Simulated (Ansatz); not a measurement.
Results of the Gaussian-basis code of Ansatz.

A structure relaxed at PBE0-D4/def2-TZVP, charge 0, multiplicity 1:

Cartesian coordinates in Å:
```
Si 0.3744 1.9011 -1.1539
C -0.2721 0.1367 -1.0323
C 0.3827 -0.6360 0.0936
C -0.0573 -0.3177 1.5378
Si -0.4506 -2.0373 0.9829
H 1.8499 1.8808 -1.3534
H -0.2484 2.6223 -2.2986
H 0.0831 2.6607 0.0918
H -1.3588 0.1733 -0.8936
H -0.1079 -0.3641 -1.9920
H 1.4619 -0.7321 -0.0127
H -0.8756 0.3911 1.6312
H 0.7281 -0.1461 2.2666
H 0.3410 -3.1734 1.5017
H -1.8503 -2.3593 0.6308
```

Q: Give its formula and SMILES.

A: C3H10Si2, `[SiH3]CC1C[SiH2]1`.

Q: Point group (tolerance 0.08 Å, 0.16 Å for H)?

A: C1.

Q: Summarise the bond lengths by kind.

A: 3 × C–Si 1.849 to 1.883 Å; 5 × H–Si 1.479 to 1.489 Å; 2 × C–C 1.514 to 1.543 Å; 5 × C–H 1.085 to 1.096 Å.
